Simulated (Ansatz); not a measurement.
Consider the formal hydrolysis of the Si–Cl bond: `F[Si]1(Cl)C[SiH2]1` + H₂O → `O[Si]1(F)C[SiH2]1` + HCl.

Isolated molecules relaxed with PBE0-D4/def2-TZVP in Ansatz; ΔE leaves out vibrations. CCSD(T)/CBS is the MP2 limit (def2-TZVPP, def2-QZVPP) plus CCSD(T) − MP2 in def2-TZVPP, frozen cores. This one scheme is used for every species. Functionals use def2-TZVPP. B3LYP here is the variant with VWN-RPA as its local correlation; programs differ in this. One conformer a species, not always the lowest.

```tsv
level	ΔE (kcal/mol)	difference from CCSD(T)/CBS
PBE-D4	1.6	1.1
PBE0-D4	1.3	0.8
B3LYP-D4	-0.2	-0.7
ωB97M-V	-0.1	-0.6
B2PLYP	-0.7	-1.2
r2SCAN	0.3	-0.2
B3LYP	-0.9	-1.4
HF/def2-TZVPP	-2.2	-2.7
MP2/def2-TZVPP	0.3	-0.2
CCSD/def2-TZVPP	-1.3	-1.8
CCSD(T)/def2-TZVPP	-0.8	-1.3
HF/def2-QZVPP	-2.3	-2.8
SCS-MP2/def2-QZVPP	0.1	-0.4
HF/CBS(def2)	-2.3	-2.8
MP2/CBS(def2)	1.6	1.1
CCSD/CBS(def2)	0.0	-0.5
CCSD(T)/CBS	0.5	0
```

Largest T1 diagnostic among the species: 0.013.

In def2-TZVPP, CCSD(T) changes the Hartree–Fock value by +1.4 kcal/mol (the triples alone add +0.5 kcal/mol) and MP2 by +2.5 kcal/mol. The D4 term adds +0.8 kcal/mol with B3LYP and +0.4 kcal/mol with PBE0; it sums over pairs of atoms, weighted by their polarisabilities, and B3LYP, whose exchange is more repulsive, gets the larger term.
